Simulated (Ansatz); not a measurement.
A nudged elastic band was laid between two geometries of ClH₃Sn (5 atoms, charge 0, multiplicity 1).

These are results of RKS PBE/def2-TZVP in Ansatz, not measurements.

* movable images: 9
* climbing image: yes
* spring: 5.0 eV/Å²
* optimiser: quadratic models (default)
* start path: through a guess of the saddle point
* force threshold: 0.03 eV/Å
* iteration limit: 60
* end points: relaxed

Image 0:

```xyz
5
Properties=species:S:1:pos:R:3
Sn 0.325 0.000 0.072
Cl 0.724 0.000 2.395
H 1.872 0.000 -0.665
H -0.565 1.427 -0.266
H -0.565 -1.427 -0.266
```

Image 10:

```xyz
5
Properties=species:S:1:pos:R:3
Sn -0.194 0.000 -0.941
Cl 1.501 0.000 1.447
H 2.650 0.000 0.854
H -1.082 1.270 -0.046
H -1.082 -1.270 -0.046
```

Q: What changes between the two ends?

A: Bonds broken: Sn1–Cl2, Sn1–H3. Bonds formed: Cl2–H3.

Q: Give the energies along the band, and the barrier.

A: It converged. The highest image is number 5 of 0 to 10, 1.73 eV above the first end and 0.38 eV above the last; the last end lies 1.35 eV above the first. A vibrational analysis at the climbing image gives one clearly imaginary mode, 807i cm⁻¹: a first-order saddle point. The orbitals stay closed-shell, which can raise the energy where a bond breaks towards radicals; this wasn't checked here.

```tsv
image	path coordinate (Å)	energy (eV)	Sn1–Cl2 (Å)	Sn1–H3 (Å)	Cl2–H3 (Å)
0	0.00	0.00	2.36	1.71	3.27
1	0.30	0.09	2.36	1.70	2.99
2	0.60	0.37	2.38	1.69	2.66
3	0.90	0.90	2.45	1.69	2.32
4	1.20	1.48	2.57	1.72	2.00
5	1.51	1.73	2.69	1.83	1.69
6	1.79	1.58	2.83	2.05	1.42
7	2.08	1.47	2.98	2.38	1.33
8	2.36	1.42	2.98	2.72	1.30
9	2.65	1.37	2.94	3.04	1.29
10	2.93	1.35	2.93	3.36	1.29
```

Q: What is the geometry of the highest image?

A: 
```xyz
5
Properties=species:S:1:pos:R:3
Sn 0.254 0.000 -0.463
Cl 1.316 0.000 2.013
H 1.855 0.000 0.414
H -0.816 1.369 -0.348
H -0.816 -1.369 -0.348
```

Q: What are the harmonic wavenumbers there?

A: 807i, 235, 373, 508, 550, 748, 1475, 1782, 1803 cm⁻¹.

Time of the run: 110 s on 2 threads of Arm Neoverse V1, with other jobs on the host, peak memory 0.16 GiB.
